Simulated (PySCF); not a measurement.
Level of theory: B3LYP-D3(BJ)/def2-TZVP // PBE0-D4/def2-TZVP (PySCF 2.14.0). Isolated molecules, 0 K electronic values unless said otherwise. One relaxed conformer stands for a flexible species; it need not be the lowest. B3LYP has the VWN-RPA correlation part, as in Gaussian. Excitations are Tamm–Dancoff values on a coarser integration grid. The basis has no diffuse functions, so Rydberg states are missing or too high.

Reference species (SMILES): `BC(=C)C(=C)N` (neutral, multiplicity 1).

```json
{
 "S1 oscillator strength": "0.047",
 "HOMO–LUMO gap": "3.78 eV",
 "S1–T1 gap (TDA)": "0.80 eV",
 "S1 excitation (TDA)": "3.24 eV"
}
```

Changed species: `B/C(N)=C/C=C`.

Question: Predict the effect on the S1 oscillator strength, HOMO–LUMO gap, S1–T1 gap (TDA) and S1 excitation (TDA).

Answer: the S1 oscillator strength goes up by 0.380, to 0.427; the HOMO–LUMO gap drops by 0.32 eV, to 3.46 eV; the S1–T1 gap (TDA) rises by 1.08 eV, to 1.88 eV; the S1 excitation (TDA) goes up by 0.45 eV, to 3.69 eV.
